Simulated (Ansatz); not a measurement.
The first iterations of a band of C$_{2}$H$_{4}$AlFS (9 atoms, charge 0, multiplicity 1).

These are results of Ansatz 0.2.0, RKS PBE/def2-mTZVP, not measurements.

```json
{
  "movable images": "5",
  "climbing image": "yes",
  "spring": "5.0 eV/Å²",
  "optimiser": "quadratic models (default)",
  "start path": "IDPP",
  "force threshold": "0.03 eV/Å",
  "iteration limit": "60",
  "end points": "relaxed"
}
```

First end point:

```xyz
9
Properties=species:S:1:pos:R:3
F 0.548 1.436 1.767
C 0.755 0.830 0.579
C 0.759 -0.521 0.474
S 0.998 -1.372 -1.088
Al -1.056 -0.466 -0.963
H 0.970 1.533 -0.228
H 0.601 -1.112 1.382
H -2.179 -1.241 -0.142
H -1.308 0.867 -1.799
```

Last end point:

```xyz
9
Properties=species:S:1:pos:R:3
F 1.272 1.698 -0.243
C 0.817 0.862 0.701
C 0.679 -0.471 0.514
S 1.008 -1.363 -1.008
Al -1.083 -0.538 -0.994
H 0.598 1.370 1.644
H 0.371 -1.040 1.398
H -2.209 -1.372 -0.233
H -1.364 0.808 -1.795
```

| iteration | highest image above the first end (eV) | largest band force component (eV/Å) |
| --- | --- | --- |
| 1 | 2.917 | 1.825 |
| 2 | 2.486 | 1.310 |
| 3 | 2.396 | 0.755 |
| 4 | 2.156 | 1.353 |
| 5 | 1.900 | 1.494 |
| 6 | 1.740 | 0.866 |

Problem. Does the band converge within its limit, and where does its top end?

Solution. The forces met the threshold. It ended after 18 iterations with the highest image 1.822 eV above the first end. The profile has 2 maxima (images 2, 4) with wells between them (image 3): this band takes more than one step, which may be the mechanism or a detour left from its start path. Neighbouring images differ by up to 1.4 eV, so the band resolves the path poorly. A vibrational analysis at the climbing image gives one clearly imaginary mode, 585i cm⁻¹: a first-order saddle point.

The run took 3.7 min on 2 threads of Arm Neoverse V1, on a shared host, peak memory 0.16 GiB.
